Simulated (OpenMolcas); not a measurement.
**Mo³⁺: terms and fine structure**

```json
{"Program": "OpenMolcas 26.06", "Method": "XMS-CASPT2, IPEA 0.25 Eh, imaginary shift 0.1 Eh (closed shells correlated: 4s 4p)", "Basis": "ANO-RCC-VTZP [7s6p4d2f1g]", "Scalar Hamiltonian": "DKH2, point nucleus", "Active space": "3 electrons in 10 orbitals (4d 5d)", "State averaging": "2S+1 = 4 even, 10 roots; 2S+1 = 2 even, 40 roots", "Spin-orbit coupling": "RASSI with atomic mean-field integrals over the reference wave functions, term energies averaged over their components"}
```

With spin-orbit coupling, above the lowest level:

```
Configuration   Term     J  E (cm⁻¹)  Measured (cm⁻¹)  Term weight %    Second
          4d³     ⁴F   3/2       0.0              0.0             99          
          4d³     ⁴F   5/2       757              778            100          
          4d³     ⁴F   7/2      1721             1760            100          
          4d³     ⁴F   9/2      2830             2865             99          
          4d³     ⁴P   1/2     10930            10338             94      6 ²P
          4d³     ⁴P   3/2     10960            10331             86     12 ²P
          4d³     ⁴P   5/2     12180            11612             99          
          4d³     ²G   7/2     12790            11580             99          
          4d³     ²G   9/2     13520            12311             85     13 ²H
          4d³     ²P   1/2     15120            14348             94      6 ⁴P
          4d³     ²P   3/2     15220            14176             57  30 ²D(1)
          4d³     ²H   9/2     17280            15995             86     13 ²G
          4d³     ²H  11/2     17670            16357            100          
          4d³  ²D(1)   3/2     18350            17107             68     31 ²P
          4d³  ²D(1)   5/2     18440            16809             99          
          4d³     ²F   7/2     26540            24787            100          
          4d³     ²F   5/2     26860            25100             99          
          4d³  ²D(2)   5/2     40810            38922             99          
          4d³  ²D(2)   3/2     41140            39231            100
```

Against the 18 measured excited levels shown (Sugar and Musgrove, J. Phys. Chem. Ref. Data 17, 155 (1988)) the mean absolute deviation is 1100 cm-1; the largest miss in energy is 4d³ ²D_3/2(2): computed 41140, measured 39231 cm⁻¹ (+4.9 %), and the largest in proportion 4d³ ²G_7/2 (+10.4 %).

Spin-orbit coupling puts the lowest level 1768 cm⁻¹ below the lowest spin-free term.

A least-squares Racah fit to the terms below 60000 cm-1, each weighted by 2L + 1 and with a free common offset, gives B = 657 cm-1 and C = 2894 cm-1 (C/B = 4.40), with an rms deviation of 460 cm-1.

For ⁴F the intervals divided by the larger J are 302.6, 275.5, 246.2 cm-1. Landé's interval rule makes them equal in pure LS coupling; they differ by 21 % of their mean. The multiplet is regular.

CASPT2 does not keep the components of a term degenerate, so their means are used; among the terms shown or strongly mixed into the levels shown the widest spread is 1300 cm-1 (4d³ ⁴F). Active for correlation alone: 5d; no level in the range computed is led by a configuration that fills it, so any true level of that kind is missing. The CASPT2 spread within a term exceeds the gap to the next term for 4d³ ²H and 4d³ ²D(1), so the order of their levels is uncertain. Measured partners are found by configuration, term and J. A level has none where our copy of the source lacks it or the pairing is in doubt (some pairs that miss far off the trend of their configuration count as doubtful), and it then counts in no deviation. Only configurations of the active space appear. The first state left out of the spin-orbit step lies near 210000 cm-1 above the lowest spin-free state of the reference (among the parities and spins computed), and the list stops at four fifths of that energy or lower.

The term weight is that of the spin-free term in the level, not the purity of its configuration. A number in round brackets counts repeated terms of one configuration in the order of the reference energies.
